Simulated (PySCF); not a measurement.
CH5F2NOSi, SMILES NC[Si](O)(F)F.

The structure is a stationary point at PBE0-D3(BJ)/def2-SVP. This is a generated structure with no PubChem entry under its InChIKey; it may be hypothetical. One conformer was computed; it need not be the lowest.

Computed with PBE/def2-TZVP (PySCF).

The molecule is in vacuum.

```yaml
total_energy: -660.09974 hartree
highest_occupied_level: -5.56 eV
lowest_empty_level: -0.48 eV
orbital_gap: 5.08 eV
dipole_moment: 1.34 D
quadrupole, principal values (traceless, Buckingham form, about the centre of nuclear charge): -7.37, -0.55, 7.92 D·Å
mean_static_polarisability: 47.6 bohr³ (7.05 Å³)
polarisability_principal_values: 42.9, 46.5, 53.4 bohr³
```
